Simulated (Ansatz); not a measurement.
Cost and result for the atomization energy of Cl₃H₃SSi₂, SMILES `Cl[SiH2]S[SiH](Cl)Cl` (9 atoms, 8 bonds).

```xyz
9

Cl    0.976   -0.043   -2.317
Si    1.112    1.095   -0.623
S    -0.738    1.213    0.435
Si   -1.186   -0.822    0.819
Cl   -2.146   -1.693   -0.751
Cl    0.491   -1.910    1.230
H     1.395    2.495   -1.002
H     2.177    0.522    0.222
H    -2.081   -0.856    1.988
```

Total charge 0; spin multiplicity 1. Geometry: relaxed with PBE0-D4/def2-TZVP. It is one conformer, not always the lowest. Program: Ansatz. All runs use 2 threads of an AMD EPYC 7R13 on a shared host and a share of an NVIDIA H100 80 GB. Times are those of one run each, without the atoms' runs, and a repeat can differ threefold. Electronic energies, without spin–orbit coupling; frozen cores. CCSD(T)/CBS adds CCSD(T) − MP2 in def2-TZVPP to the MP2 limit, and its time is that of the two runs behind it. T1 = 0.010. B3LYP takes the VWN-RPA correlation (the form of Gaussian; ORCA's B3LYP/G).

CCSD(T)/CBS is a level of theory with its own doubt, some kJ/mol a heavy atom from the limit and from the frozen cores, so smaller differences don't rank the functionals.

| level | functions | wall time |
| --- | --- | --- |
| PBE0-D4/def2-TZVPP | 294 | 9 s |
| B2PLYP/def2-TZVPP | 294 | 11 s |
| PBE-D4/def2-TZVPP (with forces) | 294 | 11 s |
| r2SCAN-D4/def2-TZVPP (with forces) | 294 | 11 s |
| CCSD(T)/def2-TZVPP | 294 | 12 s |
| B3LYP-D4/def2-TZVPP (with forces) | 294 | 12 s |
| MP2/def2-QZVPP | 510 | 12 s |
| ωB97X-V/def2-TZVPP | 294 | 17 s |
| ωB97M-V/def2-TZVPP (with forces) | 294 | 18 s |
| CCSD(T)/CBS(def2) | – | 24 s |

Task: What atomization energy does each give, and how far from CCSD(T)/CBS? (Best estimate.)

Result: Ansatz gave: 
```tsv
level	atomization (kJ/mol)	difference from CCSD(T)/CBS	per bond
PBE0-D4/def2-TZVPP	2844.2	-12.4	-1.6
B2PLYP/def2-TZVPP	2771.3	-85.3	-10.7
PBE-D4/def2-TZVPP (with forces)	2864.1	7.5	0.9
r2SCAN-D4/def2-TZVPP (with forces)	2872.9	16.3	2.0
CCSD(T)/def2-TZVPP	2745.6	-111.0	-13.9
B3LYP-D4/def2-TZVPP (with forces)	2805.9	-50.7	-6.3
MP2/def2-QZVPP	2894.6	38.0	4.8
ωB97X-V/def2-TZVPP	2878.9	22.3	2.8
ωB97M-V/def2-TZVPP (with forces)	2874.2	17.6	2.2
CCSD(T)/CBS(def2)	2856.6	0.0	0.0
```

The D4 term adds +70.3 kJ/mol with B3LYP and +37.3 kJ/mol with PBE0; it sums over pairs of atoms, weighted by their polarisabilities, and B3LYP, whose exchange is more repulsive, gets the larger term. From PBE to PBE0 (25 % exact exchange), in def2-TZVPP and without D4, the atomization energy moves by −14.4 kJ/mol: exact exchange takes away binding that semilocal exchange gives to molecules. In def2-TZVPP, CCSD(T) changes the Hartree–Fock value by +637.6 kJ/mol (the triples alone add +55.1 kJ/mol) and MP2 by +721.2 kJ/mol; breaking electron pairs costs correlation energy, which Hartree–Fock lacks.
